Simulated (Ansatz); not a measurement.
A structure relaxed at PBE-D4/def2-SVP in Ansatz, charge 0, singlet:

Cartesian coordinates in Å:
```
Pb 0.000 0.000 0.000
F -0.467 0.428 1.937
F -1.682 0.111 -1.145
F 0.775 -1.882 -0.112
F 1.374 1.343 -0.679
```

(1) Give its formula, name or SMILES and point group.

(2) Summarise the bond lengths by kind (pairs closer than 1.2 times the sum of covalent radii, bridged metal pairs left out).

Results:

(1) PbF₄. Point group Td (tolerance 0.1 Å).

(2) 4 × F–Pb 2.04 Å.

In the def2 sets Pb takes a core potential; there is no spin–orbit coupling.
